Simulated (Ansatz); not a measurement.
A run for Ansatz (a quantum-chemistry and plane-wave program): R-wB97M-V/def2-TZVPP on BH5O2Si (SMILES OBO[SiH3]).

Ansatz 0.2 input:
```yaml
crystal:
  periodic: [false, false, false]
  atoms:
    - {symbol: O, position_ang: [-2.30962077, 0.90192379, 0.10738412]}
    - {symbol: B, position_ang: [-0.98593700, 0.79722804, 0.38524728]}
    - {symbol: O, position_ang: [-0.25989173, -0.25133909, -0.09909545]}
    - {symbol: Si, position_ang: [1.32471257, -0.70975715, 0.01896959]}
    - {symbol: H, position_ang: [-2.63465129, 0.17793084, -0.44220018]}
    - {symbol: H, position_ang: [-0.48791959, 1.64577405, 1.06038690]}
    - {symbol: H, position_ang: [2.07719356, 0.24273135, 0.86639526]}
    - {symbol: H, position_ang: [1.90319902, -0.74222511, -1.34087078]}
    - {symbol: H, position_ang: [1.37291525, -2.06226673, 0.61299826]}
basis:
  gaussian:
    orbitals: def2-TZVPP
hamiltonian:
  xc: {name: wB97M-V}
scf: {lower_state_search: off}
```

The head of its log:

```
WARN ansatz: RAYON_NUM_THREADS=2 ignored (pool sized by the plan → 2); use --threads N
Functional definition: wB97M-V
these checks for a lower state are left out or cut short: stability, starts, cluster_reference, orbital_swaps, neighbouring_geometries, increment
integrals: 0.15 GiB planned
1057 factors; their error is unknown
integrals: 0.18 GiB planned
257 factors; integrals over basis functions are off by at most 1.3e-5 eV
mean field: 1.21 GiB planned
mean field evaluation 1: about -12727.4034 eV, gradient 6.0e1 eV
mean field evaluation 2: about -12726.5505 eV, gradient 6.6e1 eV
```

Task: What total energy does the run end on?

Result: -467.9344 hartree.
